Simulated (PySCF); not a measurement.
Where the electron goes

C7H12BF.
SMILES with atom numbers: `[BH2:1][C@@H:2]1[C@@H:3]([F:4])[C@H:5]2[CH2:6][C@@H:7]1[C@@H:8]2[CH3:9]` (hydrogens: H10, H11 on B1; H12 on C2; H13 on C3; H14 on C5; H15, H16 on C6; H17 on C7; H18 on C8; H19, H20, H21 on C9)

Cartesian coordinates in Å at the PBE0-D3(BJ)/def2-SVP level; atoms count from 1:
```xyz
21
C7H12BF angstrom
B      2.216    0.634    1.211
C      1.240    0.811    0.014
C      0.242    1.999    0.016
F      0.533    2.917   -0.970
C     -1.046    1.242   -0.281
C     -0.605    0.326   -1.444
C      0.263   -0.320   -0.343
C     -0.892    0.005    0.646
C     -2.063   -0.953    0.721
H      2.700    1.605    1.750
H      2.566   -0.467    1.575
H      1.964    1.004   -0.811
H      0.206    2.553    0.969
H     -1.968    1.840   -0.310
H     -1.412   -0.322   -1.808
H     -0.094    0.800   -2.296
H      0.680   -1.332   -0.435
H     -0.556    0.237    1.675
H     -2.457   -1.226   -0.268
H     -2.890   -0.509    1.296
H     -1.767   -1.883    1.230
```

The calculation used TDDFT PBE0/def2-SVPD, vertical, gas phase, core orbitals frozen in the response in PySCF.

Frontier orbitals with the atoms that hold most of them (Löwdin shares over 4%, at most four atoms; ? is withheld):

```csv
orbital,ε (eV),atoms
HOMO-3,-8.96,"C5 19%, C8 18%, C6 14%, H18 8%"
HOMO-2,-8.61,"C8 21%, C7 20%, C5 12%, C9 7%"
HOMO-1,-8.51,?
HOMO,-8.43,"C2 16%, B1 13%, F4 13%, C3 10%"
LUMO,-1.49,?
LUMO+1,0.67,"B1 25%, C9 14%, H21 6%, H17 6%"
LUMO+2,1.06,"B1 32%, C9 11%, H12 6%, H20 6%"
```

Problem. Which atoms hold the HOMO-1, and with what shares?

Solution. C7 (bonded to 3 C and H) 16%; C2 (bonded to B, 2 C and H) 16%; B1 (bonded to C and 2 H) 14%; C6 (bonded to 2 C and 2 H) 10%. By element: carbon 42% or more, boron 14%.

Problem. Give the leading atoms of the LUMO.

Solution. B1 (bonded to C and 2 H) 52%; C2 (bonded to B, 2 C and H) 12%; H11 (bonded to B) 10%; H10 (bonded to B) 10%. By element: boron 52%, hydrogen 20% or more, carbon 12% or more.

Problem. The HOMO–LUMO gap is 6.94 eV. Where does the response calculation put the lowest singlet, and from which orbitals?

Solution. S1 is at 5.42 eV (f = 0.0008), 1.52 eV below the gap, made of HOMO→LUMO (88%). 

Problem. One configuration dominates each of S1, S2 and S3. Which, and how do the shares of the two leading atoms of either orbital change from the occupied to the empty one?

Solution. 
- S1 (5.42 eV, f 0.0008), HOMO→LUMO (88%): C2 16% → 12%, B1 13% → 52%
- S2 (5.44 eV, f 0.0022), HOMO-1→LUMO (91%): C7 16% → at most 10%, C2 16% → 12%, B1 14% → 52%
- S3 (6.05 eV, f 0.015), HOMO-2→LUMO (95%): C8 21% → at most 10%, C7 20% → at most 10%, B1 at most 8% → 52%, C2 at most 8% → 12%

One conformer stands for the species.
